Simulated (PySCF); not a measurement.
CH8N2OSi2, SMILES N[Si@]1(O)CN[SiH2]1.

The structure is a stationary point at B3LYP-D3(BJ)/def2-SVP. The structure was generated by enumeration; whether it is a known compound was not checked. One conformer was computed; it need not be the lowest.

Two levels are set side by side: PBE/def2-TZVP (PySCF) and PBE0/def2-TZVP (PySCF). Same geometry, gas phase. Differences are taken from unrounded values.

```csv
quantity,PBE0
orbital gap (eV),6.61
highest occupied level (eV),-6.55
lowest empty level (eV),0.05
dipole moment (D),0.90
mean polarisability (bohr³),81.3
```

Problem. What does PBE give, and how far is it from PBE0? (Estimate from the structure and the level; the computed values follow.)

Solution. 
```json
[
 {"quantity": "orbital gap (eV)", "PBE": "4.45", "PBE minus PBE0": "-2.15"},
 {"quantity": "highest occupied level (eV)", "PBE": "-5.22", "PBE minus PBE0": "1.34"},
 {"quantity": "lowest empty level (eV)", "PBE": "-0.77", "PBE minus PBE0": "-0.82"},
 {"quantity": "dipole moment (D)", "PBE": "0.98", "PBE minus PBE0": "0.08"},
 {"quantity": "mean polarisability (bohr³)", "PBE": "85.1", "PBE minus PBE0": "3.8"}
]
```

PBE's occupied levels lie high since its potential decays too fast outside the molecule; exact exchange lowers them and widens the gap. PBE's more diffuse valence density responds more strongly to a field. Differences between two approximate levels are no errors against the true value.

Rough cost on one machine, each run with all the roots and properties that it gave: PBE0 against PBE within a factor of 2.
